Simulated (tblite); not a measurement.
Parent: `[CH3:1][c:2]1[c:3]([F:4])[cH:5][n:6][n:7]1[SiH3:8]`, C4H7FN2Si.

Computed geometry: GFN2-xTB, gas phase. One conformer each, not checked by frequencies here.

```json
{"coordinate of the parent": "C1–C2", "value": "1.483 Å"}
{"coordinate of the parent": "C2–C3", "value": "1.376 Å"}
{"coordinate of the parent": "C3–F4", "value": "1.344 Å"}
{"coordinate of the parent": "C3–C5", "value": "1.404 Å"}
{"coordinate of the parent": "C5–N6", "value": "1.312 Å"}
{"coordinate of the parent": "N6–N7", "value": "1.346 Å"}
{"coordinate of the parent": "N7–Si8", "value": "1.759 Å"}
{"coordinate of the parent": "C2–N7", "value": "1.359 Å"}
{"coordinate of the parent": "C1–C2–C3", "value": "130.9°"}
{"coordinate of the parent": "C1–C2–N7", "value": "123.3°"}
{"coordinate of the parent": "C3–C2–N7", "value": "105.7°"}
{"coordinate of the parent": "C2–C3–F4", "value": "126.5°"}
{"coordinate of the parent": "C2–C3–C5", "value": "106.4°"}
{"coordinate of the parent": "F4–C3–C5", "value": "127.1°"}
{"coordinate of the parent": "C3–C5–N6", "value": "109.4°"}
{"coordinate of the parent": "C5–N6–N7", "value": "107.3°"}
{"coordinate of the parent": "N6–N7–Si8", "value": "118.2°"}
{"coordinate of the parent": "C2–N7–N6", "value": "111.1°"}
{"coordinate of the parent": "C2–N7–Si8", "value": "130.7°"}
```

How does the shared frame change in `[CH3:1][CH2:2][c:3]1[c:4]([F:5])[cH:6][n:7][n:8]1[SiH3:9]` with C1–C2–C3–C4 87°, C5H9FN2Si? Atoms pair as C1 = C2, C2 = C3, C3 = C4, F4 = F5, C5 = C6, N6 = N7, N7 = N8, Si8 = Si9 (parent first).

```
   parent   relative  value in the relative  change
    C1–C2      C2–C3                1.487 Å  +0.004
    C2–C3      C3–C4                1.377 Å  +0.001
    C3–F4      C4–F5                1.344 Å   0.000
    C3–C5      C4–C6                1.403 Å  -0.001
    C5–N6      C6–N7                1.312 Å   0.000
    N6–N7      N7–N8                1.346 Å   0.000
   N7–Si8     N8–Si9                1.760 Å  +0.001
    C2–N7      C3–N8                1.358 Å  -0.001
 C1–C2–C3   C2–C3–C4                 130.4°    -0.5
 C1–C2–N7   C2–C3–N8                 123.9°    +0.6
 C3–C2–N7   C4–C3–N8                 105.7°     0.0
 C2–C3–F4   C3–C4–F5                 126.5°     0.0
 C2–C3–C5   C3–C4–C6                 106.5°    +0.1
 F4–C3–C5   F5–C4–C6                 127.0°    -0.1
 C3–C5–N6   C4–C6–N7                 109.4°     0.0
 C5–N6–N7   C6–N7–N8                 107.4°    +0.1
N6–N7–Si8  N7–N8–Si9                 117.1°    -1.1
 C2–N7–N6   C3–N8–N7                 111.1°     0.0
C2–N7–Si8  C3–N8–Si9                 131.8°    +1.1
```

Of the parent's bonds, C1–C2 changes most (+0.004 Å). Bonds of the relative outside the shared frame: C1–C2 1.530 Å. Point group Cs → C1.

How does the shared frame change in `[CH3:1][CH2:2][CH2:3][c:4]1[c:5]([F:6])[cH:7][n:8][n:9]1[SiH3:10]` with C1–C2–C3–C4 65°, C2–C3–C4–C5 67°, C6H11FN2Si? Atoms pair as C1 = C3, C2 = C4, C3 = C5, F4 = F6, C5 = C7, N6 = N8, N7 = N9, Si8 = Si10 (parent first).

```csv
parent,relative,value in the relative,change
C1–C2,C3–C4,1.487 Å,+0.004
C2–C3,C4–C5,1.378 Å,+0.002
C3–F4,C5–F6,1.345 Å,+0.001
C3–C5,C5–C7,1.402 Å,-0.002
C5–N6,C7–N8,1.313 Å,+0.001
N6–N7,N8–N9,1.346 Å,0.000
N7–Si8,N9–Si10,1.761 Å,+0.002
C2–N7,C4–N9,1.357 Å,-0.002
C1–C2–C3,C3–C4–C5,129.9°,-1.0
C1–C2–N7,C3–C4–N9,124.4°,+1.1
C3–C2–N7,C5–C4–N9,105.7°,0.0
C2–C3–F4,C4–C5–F6,126.5°,0.0
C2–C3–C5,C4–C5–C7,106.5°,+0.1
F4–C3–C5,F6–C5–C7,127.0°,-0.1
C3–C5–N6,C5–C7–N8,109.4°,0.0
C5–N6–N7,C7–N8–N9,107.4°,+0.1
N6–N7–Si8,N8–N9–Si10,116.6°,-1.6
C2–N7–N6,C4–N9–N8,111.1°,0.0
C2–N7–Si8,C4–N9–Si10,132.2°,+1.5
```

Of the parent's bonds, C1–C2 changes most (+0.004 Å). Bonds of the relative outside the shared frame: C1–C2 1.523, C2–C3 1.535 Å. Point group Cs → C1.

How does the shared frame change in `[CH3:1][c:2]1[n:3][n:4]([SiH3:5])[c:6]([CH3:7])[c:8]1[F:9]`, C5H9FN2Si? Atoms pair as C1 = C7, C2 = C6, C3 = C8, F4 = F9, C5 = C2, N6 = N3, N7 = N4, Si8 = Si5 (parent first).

```csv
parent,relative,value in the relative,change
C1–C2,C7–C6,1.483 Å,0.000
C2–C3,C6–C8,1.373 Å,-0.003
C3–F4,C8–F9,1.347 Å,+0.003
C3–C5,C8–C2,1.412 Å,+0.008
C5–N6,C2–N3,1.315 Å,+0.003
N6–N7,N3–N4,1.350 Å,+0.004
N7–Si8,N4–Si5,1.756 Å,-0.003
C2–N7,C6–N4,1.360 Å,+0.001
C1–C2–C3,C7–C6–C8,130.9°,0.0
C1–C2–N7,C7–C6–N4,123.3°,0.0
C3–C2–N7,C8–C6–N4,105.8°,+0.1
C2–C3–F4,C6–C8–F9,126.5°,0.0
C2–C3–C5,C6–C8–C2,106.9°,+0.5
F4–C3–C5,F9–C8–C2,126.6°,-0.5
C3–C5–N6,C8–C2–N3,108.6°,-0.8
C5–N6–N7,C2–N3–N4,107.8°,+0.5
N6–N7–Si8,N3–N4–Si5,118.6°,+0.4
C2–N7–N6,C6–N4–N3,110.9°,-0.2
C2–N7–Si8,C6–N4–Si5,130.5°,-0.2
```

Of the parent's bonds, C3–C5 changes most (+0.008 Å). Bonds of the relative outside the shared frame: C1–C2 1.485 Å.
